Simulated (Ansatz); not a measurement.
Consider the redistribution: `C#C[SiH2][CH](F)[AlH2]` + `[SiH3][GaH2]` → `F[CH]([AlH2])[SiH2][SiH3]` + `C#[C][GaH2]`.

Program: Ansatz. Geometries: PBE0-D4/def2-TZVP. ΔE: electronic, gas phase. CCSD(T)/CBS is the MP2 limit (def2-TZVPP, def2-QZVPP) plus CCSD(T) − MP2 in def2-TZVPP, frozen cores. DFT in def2-TZVPP. For Ga outer-core shells are correlated without core-valence functions, which leaves a few kJ/mol of doubt a bond. Scalar relativity is left out up to krypton. Each species was taken in one conformer, which may not be the lowest.

| level | ΔE (kcal/mol) | difference from CCSD(T)/CBS |
| --- | --- | --- |
| PBE-D4 | 8.3 | 1.7 |
| PBE0-D4 | 8.4 | 1.8 |
| ωB97X-V | 7.0 | 0.4 |
| B2PLYP | 5.8 | -0.8 |
| PBE | 7.8 | 1.2 |
| r2SCAN | 8.3 | 1.7 |
| PBE0 | 8.0 | 1.4 |
| HF/def2-TZVPP | 3.6 | -3.0 |
| MP2/def2-TZVPP | 6.4 | -0.2 |
| SCS-MP2/def2-TZVPP | 5.7 | -0.9 |
| CCSD/def2-TZVPP | 5.6 | -1.0 |
| HF/def2-QZVPP | 3.6 | -3.0 |
| MP2/def2-QZVPP | 6.7 | 0.1 |
| SCS-MP2/def2-QZVPP | 6.0 | -0.6 |
| HF/CBS(def2) | 3.6 | -3.0 |
| CCSD/CBS(def2) | 6.2 | -0.4 |
| CCSD(T)/CBS | 6.6 | 0 |

Largest T1 diagnostic among the species: 0.014.

The D4 term adds +0.9 kcal/mol with B3LYP and +0.4 kcal/mol with PBE0; it sums over pairs of atoms, weighted by their polarisabilities, and B3LYP, whose exchange is more repulsive, gets the larger term. In def2-TZVPP, CCSD(T) changes the Hartree–Fock value by +2.4 kcal/mol (the triples alone add +0.4 kcal/mol) and MP2 by +2.8 kcal/mol.

B3LYP here is the variant with VWN-RPA as its local correlation; programs differ in this.
